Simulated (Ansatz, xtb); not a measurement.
**Relaxing a trial structure of Cl2H3InSi**

The starting geometry of this gas-phase singlet was built from a drawn formula by distance geometry; its bonds are those of `Cl[SiH](Cl)[InH2]`.

```xyz
7

Cl   -1.8325   -1.6967   -0.0572
Cl   -2.0923    0.2554    2.8010
In    1.0485    0.5340    0.3260
Si   -1.5389    0.1613    0.7574
H    -2.3299    1.1844    0.0445
H     1.9326    0.5011    1.9642
H     1.9978    0.9734   -0.8593
```

Task: Predict what it relaxes into with r2SCAN-D4/def2-SVP.

Result: It keeps its bonds, and is `Cl[SiH](Cl)[InH2]`.

The energy falls by 0.47 eV over 17 steps:

```tsv
step	E − E(last) (eV)
1	0.467
3	0.021
5	0.006
6	0.003
8	0.002
10	0.001
12	0.000
13	0.000
15	0.000
17	0.000
```

Final geometry (Å):

```yaml
atoms:
  - { symbol: Cl, position_ang: [-1.6980, -1.7621, 0.1839] }
  - { symbol: Cl, position_ang: [-2.1479, 0.5048, 2.6745] }
  - { symbol: In, position_ang: [1.0818, 0.6009, 0.5466] }
  - { symbol: Si, position_ang: [-1.4707, 0.2498, 0.7203] }
  - { symbol: H, position_ang: [-2.4178, 1.0139, -0.1403] }
  - { symbol: H, position_ang: [2.0387, -0.0043, 1.8513] }
  - { symbol: H, position_ang: [1.7991, 1.3099, -0.8595] }
```

From the same start GFN2-xTB ends elsewhere, differing in Cl1–In3 (2.45 against 3.67 Å here).

The end wasn't checked by frequencies. Atoms past krypton carry core potentials, without spin–orbit terms. Run with Ansatz 0.2.0, 38 s on 2 threads of Arm Neoverse V2 (shared host).
